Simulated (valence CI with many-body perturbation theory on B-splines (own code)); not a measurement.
# Zr XXVI in three bases

Calculated by relativistic CI+MBPT: five valence electrons over a frozen Dirac-Fock core [Ne], a basis of 9 s, 9 p, 8 d, 6 f, 3 g, 1 h functions for each j, with the one-electron correlation potential Σ1, the two-electron term Σ2, the three-electron term Σ3, Breit, model QED; selected CI, second order for the rest, scaled by the run's own slope (own B-spline code, finite nucleus).

No measured spectrum was set against this ion. As an estimate, levels of excited configurations hold to 0.05 to 0.15 % of their energy, terms of the ground configuration to about 0.5 %. Among the levels kept, up to 1700 cm⁻¹ of a level comes from second order outside the variational space, and about a tenth of that is noise between levels of different J, which matters for small intervals.

The reference run has the lowest level (3s^2 3p1/2^2 3p3/2) J=3/2 and an ionisation energy of 1266.62 eV. Its largest variational space holds 19989 state functions.

Levels are named by their leading jj configuration (3d3/2^4 stands for four electrons in 3d with j = 3/2), which in mixed levels can hold well under half, so a name can repeat and another be missing. Letters in brackets count levels of one name in rising energy.

Changed runs:
A. basis 6 s, 6 p, 5 d, 3 f, 1 g
B. basis 5 s, 5 p, 4 d, 2 f

Excitation energies of the reference run in cm⁻¹, and shifts in cm⁻¹:

```tsv
Level	Reference	A	B
(3s^2 3p1/2 3p3/2^2) J=3/2	123207	+17	+96
(3s^2 3p1/2 3p3/2^2) J=5/2	162564	+105	+407
(3s^2 3p1/2 3p3/2^2) J=1/2	216155	+155	+546
(3s^2 3p3/2^3) J=3/2	334308	+101	+385
(3s 3p1/2^2 3p3/2^2) J=5/2	645056	-83	-251
(3s 3p1/2^2 3p3/2^2) J=3/2 [a]	720551	-42	-171
(3s 3p1/2^2 3p3/2^2) J=1/2	738028	-41	-97
(3s 3p1/2 3p3/2^3) J=3/2	800940	+73	+106
(3s 3p1/2 3p3/2^3) J=5/2	852606	+67	+145
(3s^2 3p1/2^2 3d3/2) J=3/2	854055	+260	+680
(3s^2 3p1/2^2 3d5/2) J=5/2	883583	+311	+748
(3s^2 3p1/2 3p3/2 3d3/2) J=3/2 [a]	902225	+135	+184
Ionisation energy (eV)	1266.62	-0.035	-0.12
```
